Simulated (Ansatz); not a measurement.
Mulliken charges of FHZn (`[F][ZnH]`) from r2SCAN/def2-TZVPP in Ansatz (PBE0-D4/def2-TZVP geometry).

```json
{"atom": "F1", "x (Å)": "-1.330", "y (Å)": "0.779", "z (Å)": "-0.639", "charge (e)": "-0.475"}
{"atom": "Zn2", "x (Å)": "0.065", "y (Å)": "-0.038", "z (Å)": "0.031", "charge (e)": "0.557"}
{"atom": "H3", "x (Å)": "1.265", "y (Å)": "-0.742", "z (Å)": "0.608", "charge (e)": "-0.082"}
```

Task: By hand: the dipole of these point charges (1 e Å = 4.8032 D).

Result: Σ q r = (0.564, -0.330, 0.271) e Å, of length 0.707 e Å = 3.40 D.

Task: How does the dipole of the full density compare? (Estimate.)

Result: Ansatz gave: (0.346, -0.203, 0.167) e Å, 2.09 D; the point charges give 1.63 times that, at 0° from its direction.

Point charges leave out the atoms' own dipoles, such as those of lone pairs, and Mulliken's split depends on the basis, so the two needn't agree.
